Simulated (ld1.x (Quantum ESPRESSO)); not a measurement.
Logarithmic derivatives: copper, PAW

copper (Cu), PAW, made with ld1.x (Quantum ESPRESSO) 7.5 (PBE, non-relativistic). Core [Ne], reference 3s2 3p6 3d10 4s0 4p0 (charge +1). Waves: 3s (bound): rcut 0.95, rcutus 1.10 bohr; 4s (bound, empty): rcut 0.95, rcutus 1.10 bohr; 3p (bound): rcut 1.45, rcutus 1.55 bohr; 4p (bound, empty): rcut 1.45, rcutus 1.55 bohr; 3d (bound): rcut 1.40, rcutus 1.65 bohr; 3d channel at 2.85 Ry: rcut 1.40, rcutus 1.65 bohr; 4f channel at -0.15 Ry: rcut 1.35, rcutus 1.45 bohr. Local part: all-electron potential smoothed inside 1.25 bohr (lloc = -2). Core correction: Bessel-smoothed model core, default radius (core density twice the valence density). Augmentation charge: BESSEL, radius 0.75 bohr.

The phase is arctan(r·u′/u) with u = r·R(r), unwrapped; energies in Ry, scanned from -11 to 5 Ry. A pole is an energy at which the radial function vanishes at the test radius. The pseudo phase is shifted by a multiple of π to meet the all-electron one at the reference energy, and phase errors are pseudo minus all-electron; the curves can meet again beyond the range given. Levels narrower than the energy grid can be missing from the lists of poles.

Task: For each channel, where are the poles, and over which energies does the pseudopotential scatter like the atom?

Result:

| channel | radius (bohr) | reference energy (Ry) | poles, all-electron | poles, pseudo | unbroken range about the reference energy with phases within 0.05 rad | phase error 1 Ry above the reference energy (rad) |
| --- | --- | --- | --- | --- | --- | --- |
| s | 1.80 | -0.85 | -8.70 | -8.70 | the whole range | -0.000 |
| p | 1.80 | -0.48 | -5.71 | -5.71 | the whole range | -0.000 |
| d | 1.80 | -1.01 | -0.53 | -0.53 | the whole range | +0.005 |
| f | 1.80 | -0.15 | none | none | the whole range | +0.000 |

Phases in the s channel:

```csv
E (Ry),all-electron,pseudo
-11.00,1.375,1.375
-10.52,1.366,1.366
-10.04,1.353,1.353
-9.56,1.329,1.329
-9.08,1.229,1.229
-8.60,-1.657,-1.657
-8.12,-1.746,-1.746
-7.64,-1.771,-1.771
-7.16,-1.788,-1.788
-6.68,-1.802,-1.802
-6.20,-1.817,-1.817
-5.72,-1.833,-1.833
-5.24,-1.850,-1.850
-4.76,-1.870,-1.870
-4.28,-1.894,-1.894
-3.80,-1.923,-1.923
-3.32,-1.958,-1.958
-2.84,-2.005,-2.005
-2.36,-2.067,-2.067
-1.88,-2.154,-2.154
-1.40,-2.284,-2.284
-0.92,-2.490,-2.490
-0.44,-2.826,-2.826
0.04,-3.302,-3.302
0.52,-3.764,-3.764
1.00,-4.079,-4.079
1.48,-4.272,-4.272
1.96,-4.396,-4.396
2.44,-4.479,-4.480
2.92,-4.540,-4.540
3.40,-4.586,-4.587
3.88,-4.623,-4.623
4.36,-4.653,-4.654
4.84,-4.679,-4.680
```
